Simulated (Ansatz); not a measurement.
In₉P₁₀H₂₈⁺, a nanocrystal cut from zinc blende InP (hydrogen-capped), relaxed as a singlet with RKS PBE-D4/def2-SVP in Ansatz, starting from the GFN2-xTB geometry. Force threshold 0.03 eV/Å.

In the def2 sets In takes a core potential; there is no spin–orbit coupling. Single mean-field runs in def2-SVP are fitted with def2-universal-jkfit.

Start:

Cartesian coordinates in Å:
```
P -0.8431 3.6404 -2.0210
P 0.9343 0.2589 -4.1377
P -0.7296 3.7834 1.7920
P 0.6307 0.3491 -0.0273
P 1.1764 0.5617 4.0444
P -2.7725 -0.2071 2.0572
P 2.7372 -2.3975 2.2007
P -2.8852 -0.3544 -1.8731
P -1.1639 -3.2535 0.1536
P 2.6069 -2.5553 -2.1667
In -1.1992 5.5175 -0.1703
In -0.7230 1.0012 -2.2097
In 2.6243 -1.7206 -4.6934
In -3.9565 1.0789 0.0702
In -0.5995 1.1638 2.1754
In 1.1994 -2.2381 0.0510
In 2.8924 -1.3749 4.6535
In -1.7781 -2.5859 2.6386
In -1.9187 -2.7728 -2.3330
H -1.6987 3.9445 -3.0762
H 0.3024 4.0045 -2.7248
H 1.6421 1.4415 -4.3412
H 0.1339 0.4382 -5.2623
H 0.4644 4.1902 2.3832
H -1.5066 4.1754 2.8782
H 1.8453 1.0283 -0.0892
H 1.9069 1.7467 4.0921
H 0.4572 0.8512 5.2002
H -3.3437 0.2734 3.2376
H 3.9969 -2.2305 1.6282
H 2.8756 -3.7764 2.3241
H -3.5236 0.0466 -3.0486
H -0.7748 -4.5947 0.1906
H 3.8961 -2.3368 -1.6864
H 2.7551 -3.9386 -2.1951
H 0.1646 6.5438 -0.2477
H -2.8459 5.9308 -0.1369
H 4.1477 -0.9957 -4.9504
H 1.8122 -2.8683 -5.6495
H -3.1025 2.6272 -0.0074
H -5.6411 0.8549 0.1325
H 2.1378 -2.4498 5.7297
H 4.4281 -0.6362 4.7671
H -0.2153 -2.2410 3.3932
H -2.9818 -3.6103 3.2608
H -0.4043 -2.4792 -3.1997
H -3.1602 -3.8345 -2.8064
```

```json
{"step": "1", "energy (eV)": "-139838.8663", "largest force component (eV/Å)": "0.931", "SCF passes": "18"}
{"step": "2", "energy (eV)": "-139839.3385", "largest force component (eV/Å)": "0.734", "SCF passes": "24"}
{"step": "3", "energy (eV)": "-139839.6044", "largest force component (eV/Å)": "0.067", "SCF passes": "19"}
{"step": "4", "energy (eV)": "-139839.6276", "largest force component (eV/Å)": "0.041", "SCF passes": "18"}
{"step": "5", "energy (eV)": "-139839.6375", "largest force component (eV/Å)": "0.080", "SCF passes": "18"}
{"step": "6", "energy (eV)": "-139839.6403", "largest force component (eV/Å)": "0.059", "SCF passes": "20"}
{"step": "7", "energy (eV)": "-139839.6442", "largest force component (eV/Å)": "0.010", "SCF passes": "20"}
{"step": "8", "energy (eV)": "-139839.6456", "largest force component (eV/Å)": "0.014", "SCF passes": "19"}
{"step": "9", "energy (eV)": "-139839.6463", "largest force component (eV/Å)": "0.029", "SCF passes": "19"}
```

Force components are those of the run's own axes.

End:

```xyz
47

P    -0.863    3.644   -2.144
P     0.876    0.332   -4.210
P    -0.742    3.796    1.912
P     0.937    0.523   -0.047
P     1.126    0.646    4.115
P    -2.512   -0.082    2.016
P     2.780   -2.501    2.153
P    -2.628   -0.226   -1.852
P    -0.931   -3.080    0.140
P     2.660   -2.657   -2.118
In   -1.201    5.439   -0.168
In   -0.489    1.071   -2.125
In    2.578   -1.709   -4.634
In   -3.903    1.064    0.077
In   -0.364    1.228    2.065
In    1.350   -2.021    0.035
In    2.845   -1.368    4.592
In   -1.751   -2.549    2.601
In   -1.895   -2.730   -2.300
H    -1.982    3.773   -3.028
H     0.133    4.153   -3.039
H     1.499    1.532   -4.685
H    -0.141    0.248   -5.215
H     0.305    4.368    2.706
H    -1.806    3.994    2.850
H     2.186    1.221   -0.111
H     1.778    1.875    4.455
H     0.172    0.648    5.184
H    -3.072    0.434    3.234
H     4.126   -2.596    1.671
H     2.560   -3.903    2.346
H    -3.260    0.201   -3.069
H    -0.498   -4.449    0.178
H     4.032   -2.713   -1.709
H     2.438   -4.070   -2.193
H     0.244    6.382   -0.246
H    -2.898    5.714   -0.128
H     4.103   -0.915   -4.801
H     1.648   -2.869   -5.498
H    -3.183    2.667   -0.005
H    -5.559    0.589    0.145
H     1.963   -2.455    5.592
H     4.378   -0.574    4.611
H    -0.234   -2.282    3.450
H    -3.105   -3.529    3.024
H    -0.431   -2.525   -3.254
H    -3.268   -3.738   -2.572
```

By distances, no bond broke or formed. The bond that changes most is P4–In15, from 2.65 to 2.58 Å (atoms count from 1).

The force fell under the threshold at step 7, but the optimiser went on and released 0.002 eV more. No frequencies were taken in this run, so the end may be a saddle point.

Run time 55 s (2 threads of AMD EPYC 7R13 on a shared host and a share (18 GiB) of an NVIDIA H100 80GB HBM3), peak host memory 1.2 GiB.
